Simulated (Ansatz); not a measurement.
Ba₂S₂⁻. Charge -1, multiplicity 2. Geometry r2SCAN-D4/def2-SVP, that of the neutral singlet; atoms count from 1.

```xyz
4

Ba   -1.805   -0.217   -0.873
Ba    1.809    0.205    0.866
S     0.611    1.053   -1.526
S    -0.616   -1.041    1.532
```

In the def2 sets Ba takes a core potential; there is no spin–orbit coupling. The highest occupied level of the charge -1 doublet lies above zero (up to 0.35 eV). By energy differences its removal costs 0.44 eV (vertical, to the charge 0 singlet, at PBE0-D4/def2-TZVPD); a positive level beside a positive removal energy at the same level points to self-interaction error. The structure comes from a short search, and lower isomers may exist.

Problem. Estimate the Mulliken populations from the PBE0/def2-TZVPD orbitals of Ansatz.

Solution. 
```
atom  charge (e)  spin (α − β)
 Ba1        0.89          0.54
 Ba2        0.89          0.54
  S3       -1.39         -0.04
  S4       -1.39         -0.04
```
Mulliken values and Mayer orders depend strongly on the basis. With diffuse functions, as here, like atoms can get unlike values, and bond orders can come out too low or too high.

Problem. Where does the spin sit?

Solution. Summed by element: Ba 1.07, S -0.07, of 1 unpaired in all. Largest on single atoms: Ba1 0.54, Ba2 0.54, S3 -0.04.

Problem. And the Mayer bond orders between bonded heavy atoms (over 0.3)?

Solution. Ba1–Ba2 0.60 (4.03 Å); Ba1–S3 0.49 (2.81 Å); Ba1–S4 0.49 (2.81 Å); Ba2–S3 0.49 (2.81 Å); Ba2–S4 0.49 (2.81 Å).
